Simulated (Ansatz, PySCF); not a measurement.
Bond stretch in SMILES C=[SiH2]. The C1–Si4 bond (C1 also carries H, H; Si4 carries H, H) is varied alone, starting from the PBE0/def2-TZVP optimised geometry.

Computed with: UHF/cc-pVTZ (Ansatz, an electronic-structure program); RHF/cc-pVTZ (Ansatz); UKS-PBE = unrestricted PBE/cc-pVTZ (Ansatz); RKS-PBE = restricted PBE/cc-pVTZ (Ansatz); UKS-B3LYP/6-31G* = unrestricted B3LYP/6-31G*, spherical d (PySCF); RKS-B3LYP/6-31G* = restricted B3LYP/6-31G*, spherical d (PySCF 2.14.0); UKS-BP86/6-31G* = unrestricted BP86/6-31G*, spherical d (PySCF); RKS-BP86/6-31G* = restricted BP86/6-31G*, spherical d (PySCF).

Scanned distances (Å): 1.37, 1.44, 1.52, 1.58, 1.63, 1.70, 1.78, 1.79, 1.88, 1.97, 2.11, 2.29, 2.54, 2.80, 3.02, 3.41, 3.68, 4.10, 4.54, 5.05, 5.86.

### Question
Where does the unrestricted solution first break spin symmetry (<S²> of 0.01 or more)?

### Answer
UHF: between 1.58 and 1.63 Å; UKS-PBE: between 2.11 and 2.29 Å; UKS-B3LYP/6-31G*: between 1.97 and 2.11 Å; UKS-BP86/6-31G*: between 2.11 and 2.29 Å.

```json
[
 {"R / Å": "1.37", "<S²> UHF": "0.00", "E(RHF) − E(UHF) / kcal/mol": "0.0", "<S²> UKS-PBE": "0.00", "E(RKS-PBE) − E(UKS-PBE) / kcal/mol": "0.0", "<S²> UKS-B3LYP/6-31G*": "0.00", "E(RKS-B3LYP/6-31G*) − E(UKS-B3LYP/6-31G*) / kcal/mol": "0.0", "<S²> UKS-BP86/6-31G*": "0.00", "E(RKS-BP86/6-31G*) − E(UKS-BP86/6-31G*) / kcal/mol": "0.0"},
 {"R / Å": "1.44", "<S²> UHF": "0.00", "E(RHF) − E(UHF) / kcal/mol": "0.0", "<S²> UKS-PBE": "0.00", "E(RKS-PBE) − E(UKS-PBE) / kcal/mol": "0.0", "<S²> UKS-B3LYP/6-31G*": "0.00", "E(RKS-B3LYP/6-31G*) − E(UKS-B3LYP/6-31G*) / kcal/mol": "0.0", "<S²> UKS-BP86/6-31G*": "0.00", "E(RKS-BP86/6-31G*) − E(UKS-BP86/6-31G*) / kcal/mol": "0.0"},
 {"R / Å": "1.52", "<S²> UHF": "0.00", "E(RHF) − E(UHF) / kcal/mol": "0.0", "<S²> UKS-PBE": "0.00", "E(RKS-PBE) − E(UKS-PBE) / kcal/mol": "0.0", "<S²> UKS-B3LYP/6-31G*": "0.00", "E(RKS-B3LYP/6-31G*) − E(UKS-B3LYP/6-31G*) / kcal/mol": "0.0", "<S²> UKS-BP86/6-31G*": "0.00", "E(RKS-BP86/6-31G*) − E(UKS-BP86/6-31G*) / kcal/mol": "0.0"},
 {"R / Å": "1.58", "<S²> UHF": "0.00", "E(RHF) − E(UHF) / kcal/mol": "0.0", "<S²> UKS-PBE": "0.00", "E(RKS-PBE) − E(UKS-PBE) / kcal/mol": "0.0", "<S²> UKS-B3LYP/6-31G*": "0.00", "E(RKS-B3LYP/6-31G*) − E(UKS-B3LYP/6-31G*) / kcal/mol": "0.0", "<S²> UKS-BP86/6-31G*": "0.00", "E(RKS-BP86/6-31G*) − E(UKS-BP86/6-31G*) / kcal/mol": "0.0"},
 {"R / Å": "1.63", "<S²> UHF": "0.05", "E(RHF) − E(UHF) / kcal/mol": "0.0", "<S²> UKS-PBE": "0.00", "E(RKS-PBE) − E(UKS-PBE) / kcal/mol": "0.0", "<S²> UKS-B3LYP/6-31G*": "0.00", "E(RKS-B3LYP/6-31G*) − E(UKS-B3LYP/6-31G*) / kcal/mol": "0.0", "<S²> UKS-BP86/6-31G*": "0.00", "E(RKS-BP86/6-31G*) − E(UKS-BP86/6-31G*) / kcal/mol": "0.0"},
 {"R / Å": "1.70", "<S²> UHF": "0.26", "E(RHF) − E(UHF) / kcal/mol": "1.0", "<S²> UKS-PBE": "0.00", "E(RKS-PBE) − E(UKS-PBE) / kcal/mol": "0.0", "<S²> UKS-B3LYP/6-31G*": "0.00", "E(RKS-B3LYP/6-31G*) − E(UKS-B3LYP/6-31G*) / kcal/mol": "0.0", "<S²> UKS-BP86/6-31G*": "0.00", "E(RKS-BP86/6-31G*) − E(UKS-BP86/6-31G*) / kcal/mol": "0.0"},
 {"R / Å": "1.78", "<S²> UHF": "0.44", "E(RHF) − E(UHF) / kcal/mol": "3.5", "<S²> UKS-PBE": "0.00", "E(RKS-PBE) − E(UKS-PBE) / kcal/mol": "0.0", "<S²> UKS-B3LYP/6-31G*": "0.00", "E(RKS-B3LYP/6-31G*) − E(UKS-B3LYP/6-31G*) / kcal/mol": "0.0", "<S²> UKS-BP86/6-31G*": "0.00", "E(RKS-BP86/6-31G*) − E(UKS-BP86/6-31G*) / kcal/mol": "0.0"},
 {"R / Å": "1.79", "<S²> UHF": "0.46", "E(RHF) − E(UHF) / kcal/mol": "3.9", "<S²> UKS-PBE": "0.00", "E(RKS-PBE) − E(UKS-PBE) / kcal/mol": "0.0", "<S²> UKS-B3LYP/6-31G*": "0.00", "E(RKS-B3LYP/6-31G*) − E(UKS-B3LYP/6-31G*) / kcal/mol": "0.0", "<S²> UKS-BP86/6-31G*": "0.00", "E(RKS-BP86/6-31G*) − E(UKS-BP86/6-31G*) / kcal/mol": "0.0"},
 {"R / Å": "1.88", "<S²> UHF": "0.61", "E(RHF) − E(UHF) / kcal/mol": "8.1", "<S²> UKS-PBE": "0.00", "E(RKS-PBE) − E(UKS-PBE) / kcal/mol": "0.0", "<S²> UKS-B3LYP/6-31G*": "0.00", "E(RKS-B3LYP/6-31G*) − E(UKS-B3LYP/6-31G*) / kcal/mol": "0.0", "<S²> UKS-BP86/6-31G*": "0.00", "E(RKS-BP86/6-31G*) − E(UKS-BP86/6-31G*) / kcal/mol": "0.0"},
 {"R / Å": "1.97", "<S²> UHF": "0.72", "E(RHF) − E(UHF) / kcal/mol": "13.0", "<S²> UKS-PBE": "0.00", "E(RKS-PBE) − E(UKS-PBE) / kcal/mol": "0.0", "<S²> UKS-B3LYP/6-31G*": "0.00", "E(RKS-B3LYP/6-31G*) − E(UKS-B3LYP/6-31G*) / kcal/mol": "0.0", "<S²> UKS-BP86/6-31G*": "0.00", "E(RKS-BP86/6-31G*) − E(UKS-BP86/6-31G*) / kcal/mol": "0.0"},
 {"R / Å": "2.11", "<S²> UHF": "0.86", "E(RHF) − E(UHF) / kcal/mol": "21.8", "<S²> UKS-PBE": "0.00", "E(RKS-PBE) − E(UKS-PBE) / kcal/mol": "0.0", "<S²> UKS-B3LYP/6-31G*": "0.29", "E(RKS-B3LYP/6-31G*) − E(UKS-B3LYP/6-31G*) / kcal/mol": "0.8", "<S²> UKS-BP86/6-31G*": "0.00", "E(RKS-BP86/6-31G*) − E(UKS-BP86/6-31G*) / kcal/mol": "0.0"},
 {"R / Å": "2.29", "<S²> UHF": "1.02", "E(RHF) − E(UHF) / kcal/mol": "34.4", "<S²> UKS-PBE": "0.39", "E(RKS-PBE) − E(UKS-PBE) / kcal/mol": "1.2", "<S²> UKS-B3LYP/6-31G*": "0.59", "E(RKS-B3LYP/6-31G*) − E(UKS-B3LYP/6-31G*) / kcal/mol": "4.2", "<S²> UKS-BP86/6-31G*": "0.38", "E(RKS-BP86/6-31G*) − E(UKS-BP86/6-31G*) / kcal/mol": "1.1"},
 {"R / Å": "2.54", "<S²> UHF": "1.38", "E(RHF) − E(UHF) / kcal/mol": "56.0", "<S²> UKS-PBE": "0.73", "E(RKS-PBE) − E(UKS-PBE) / kcal/mol": "5.4", "<S²> UKS-B3LYP/6-31G*": "0.84", "E(RKS-B3LYP/6-31G*) − E(UKS-B3LYP/6-31G*) / kcal/mol": "11.0", "<S²> UKS-BP86/6-31G*": "0.72", "E(RKS-BP86/6-31G*) − E(UKS-BP86/6-31G*) / kcal/mol": "5.2"},
 {"R / Å": "2.80", "<S²> UHF": "1.68", "E(RHF) − E(UHF) / kcal/mol": "—", "<S²> UKS-PBE": "0.96", "E(RKS-PBE) − E(UKS-PBE) / kcal/mol": "10.7", "<S²> UKS-B3LYP/6-31G*": "1.09", "E(RKS-B3LYP/6-31G*) − E(UKS-B3LYP/6-31G*) / kcal/mol": "19.1", "<S²> UKS-BP86/6-31G*": "0.96", "E(RKS-BP86/6-31G*) − E(UKS-BP86/6-31G*) / kcal/mol": "10.7"},
 {"R / Å": "3.02", "<S²> UHF": "1.83", "E(RHF) − E(UHF) / kcal/mol": "—", "<S²> UKS-PBE": "1.20", "E(RKS-PBE) − E(UKS-PBE) / kcal/mol": "15.9", "<S²> UKS-B3LYP/6-31G*": "1.26", "E(RKS-B3LYP/6-31G*) − E(UKS-B3LYP/6-31G*) / kcal/mol": "21.0", "<S²> UKS-BP86/6-31G*": "1.05", "E(RKS-BP86/6-31G*) − E(UKS-BP86/6-31G*) / kcal/mol": "9.1"},
 {"R / Å": "3.41", "<S²> UHF": "1.95", "E(RHF) − E(UHF) / kcal/mol": "—", "<S²> UKS-PBE": "1.65", "E(RKS-PBE) − E(UKS-PBE) / kcal/mol": "—", "<S²> UKS-B3LYP/6-31G*": "1.30", "E(RKS-B3LYP/6-31G*) − E(UKS-B3LYP/6-31G*) / kcal/mol": "—", "<S²> UKS-BP86/6-31G*": "1.28", "E(RKS-BP86/6-31G*) − E(UKS-BP86/6-31G*) / kcal/mol": "25.4"},
 {"R / Å": "3.68", "<S²> UHF": "1.99", "E(RHF) − E(UHF) / kcal/mol": "—", "<S²> UKS-PBE": "1.28", "E(RKS-PBE) − E(UKS-PBE) / kcal/mol": "—", "<S²> UKS-B3LYP/6-31G*": "1.25", "E(RKS-B3LYP/6-31G*) − E(UKS-B3LYP/6-31G*) / kcal/mol": "—", "<S²> UKS-BP86/6-31G*": "1.29", "E(RKS-BP86/6-31G*) − E(UKS-BP86/6-31G*) / kcal/mol": "35.5"},
 {"R / Å": "4.10", "<S²> UHF": "2.01", "E(RHF) − E(UHF) / kcal/mol": "—", "<S²> UKS-PBE": "1.25", "E(RKS-PBE) − E(UKS-PBE) / kcal/mol": "—", "<S²> UKS-B3LYP/6-31G*": "1.18", "E(RKS-B3LYP/6-31G*) − E(UKS-B3LYP/6-31G*) / kcal/mol": "—", "<S²> UKS-BP86/6-31G*": "1.26", "E(RKS-BP86/6-31G*) − E(UKS-BP86/6-31G*) / kcal/mol": "—"},
 {"R / Å": "4.54", "<S²> UHF": "2.02", "E(RHF) − E(UHF) / kcal/mol": "—", "<S²> UKS-PBE": "1.23", "E(RKS-PBE) − E(UKS-PBE) / kcal/mol": "—", "<S²> UKS-B3LYP/6-31G*": "1.13", "E(RKS-B3LYP/6-31G*) − E(UKS-B3LYP/6-31G*) / kcal/mol": "—", "<S²> UKS-BP86/6-31G*": "1.23", "E(RKS-BP86/6-31G*) − E(UKS-BP86/6-31G*) / kcal/mol": "—"},
 {"R / Å": "5.05", "<S²> UHF": "2.02", "E(RHF) − E(UHF) / kcal/mol": "—", "<S²> UKS-PBE": "1.21", "E(RKS-PBE) − E(UKS-PBE) / kcal/mol": "—", "<S²> UKS-B3LYP/6-31G*": "1.11", "E(RKS-B3LYP/6-31G*) − E(UKS-B3LYP/6-31G*) / kcal/mol": "—", "<S²> UKS-BP86/6-31G*": "1.20", "E(RKS-BP86/6-31G*) − E(UKS-BP86/6-31G*) / kcal/mol": "—"},
 {"R / Å": "5.86", "<S²> UHF": "2.02", "E(RHF) − E(UHF) / kcal/mol": "—", "<S²> UKS-PBE": "1.20", "E(RKS-PBE) − E(UKS-PBE) / kcal/mol": "—", "<S²> UKS-B3LYP/6-31G*": "1.09", "E(RKS-B3LYP/6-31G*) − E(UKS-B3LYP/6-31G*) / kcal/mol": "—", "<S²> UKS-BP86/6-31G*": "1.19", "E(RKS-BP86/6-31G*) − E(UKS-BP86/6-31G*) / kcal/mol": "—"}
]
```

A dash means that the run gave no value there, or that the column was ended at a point which the program doubted or which failed a test of continuity chosen for this set; such a test can also cut sound points.
